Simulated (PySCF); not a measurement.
C3H9Si, SMILES C[Si](C)C, multiplicity 2. Atoms are numbered in the order given.

```xyz
13

Si     0.0000     0.0000     0.4283
C     -1.5498    -0.8948    -0.1771
C      1.5498    -0.8948    -0.1771
C      0.0000     1.7896    -0.1771
H     -1.5791    -0.9117    -1.2823
H     -1.5784    -1.9390     0.1731
H     -2.4684    -0.3975     0.1731
H      1.5784    -1.9390     0.1731
H      2.4684    -0.3975     0.1731
H      1.5791    -0.9117    -1.2823
H      0.8900     2.3365     0.1731
H     -0.8900     2.3365     0.1731
H      0.0000     1.8233    -1.2823
```
Charge 0, spin multiplicity 2.

Geometry optimised at r2SCAN-D4/def2-SVP.

The numbers are results of PBE/def2-TZVP (PySCF), not measurements.

ESP charges are fitted to the potential on shells at 1.4 to 2.0 van der Waals radii. Atomic charges (e):

| atom | meta-Löwdin | Löwdin | Mulliken | ESP fit | Mulliken spin |
|---|---|---|---|---|---|
| Si1 | 0.61 | 0.25 | (withheld) | 0.30 | 0.89 |
| C2 | -0.59 | -0.47 | (withheld) | -0.62 | 0.01 |
| C3 | -0.59 | -0.47 | (withheld) | -0.62 | 0.01 |
| C4 | -0.59 | -0.47 | (withheld) | -0.79 | 0.01 |
| H5 | 0.12 | 0.13 | (withheld) | 0.20 | 0.03 |
| H6 | 0.13 | 0.13 | (withheld) | 0.17 | 0.00 |
| H7 | 0.13 | 0.13 | (withheld) | 0.17 | 0.00 |
| H8 | 0.13 | 0.13 | (withheld) | 0.17 | 0.00 |
| H9 | 0.13 | 0.13 | (withheld) | 0.17 | 0.00 |
| H10 | 0.12 | 0.13 | (withheld) | 0.20 | 0.03 |
| H11 | 0.13 | 0.13 | (withheld) | 0.21 | 0.00 |
| H12 | 0.13 | 0.13 | (withheld) | 0.21 | 0.00 |
| H13 | 0.12 | 0.13 | (withheld) | 0.24 | 0.03 |

**Question.** Fill in the missing entries. (Estimate from the structure and the level; the computed values follow.)

**Answer.** 
- Si1, Mulliken: 0.21
- C2, Mulliken: -0.45
- C3, Mulliken: -0.45
- C4, Mulliken: -0.45
- H5, Mulliken: 0.12
- H6, Mulliken: 0.13
- H7, Mulliken: 0.13
- H8, Mulliken: 0.13
- H9, Mulliken: 0.13
- H10, Mulliken: 0.12
- H11, Mulliken: 0.13
- H12, Mulliken: 0.13
- H13, Mulliken: 0.12

Computed Mayer and Wiberg (Löwdin basis) orders of the bonds:
```tsv
bond	Mayer	Wiberg
Si1–C2	0.98	1.25
Si1–C3	0.98	1.25
Si1–C4	0.98	1.25
C2–H5	0.93	0.90
C2–H6	0.95	0.90
C2–H7	0.95	0.90
C3–H8	0.95	0.90
C3–H9	0.95	0.90
C3–H10	0.93	0.90
C4–H11	0.95	0.90
C4–H12	0.95	0.90
C4–H13	0.93	0.90
```
